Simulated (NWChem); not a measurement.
Molecule: CH4BClS; SMILES CB(S)Cl

```xyz
8

B      0.3389    -0.0154    -0.0745
Cl    -0.5640     1.4855    -0.4008
C      1.9061     0.0270    -0.0383
H      2.2918     0.3993    -0.9968
H      2.3773    -0.9388     0.1689
H      2.2427     0.7442     0.7221
S     -0.6836    -1.4832     0.1899
H      0.3224    -2.3609     0.3942
```
Atoms are numbered in this order, from 1.

Program: NWChem. Coordinates come from a B3LYP/6-31G* (spherical d) optimisation. Vzz is the largest principal value of the second derivative of the potential at the nucleus (NWChem prints the opposite sign); η is the asymmetry. Non-relativistic.

### Question
Estimate the computed values for CAM-B3LYP/def2-TZVP. Quantities: Vzz B1 (a.u.); η B1; Vzz Cl2 (a.u.); η Cl2; Vzz S7 (a.u.); η S7.

### Answer
| Property | Result |
|---|---|
| Vzz B1 (a.u.) | 0.396 |
| η B1 | 0.66 |
| Vzz Cl2 (a.u.) | 2.231 |
| η Cl2 | 0.48 |
| Vzz S7 (a.u.) | 1.927 |
| η S7 | 0.53 |
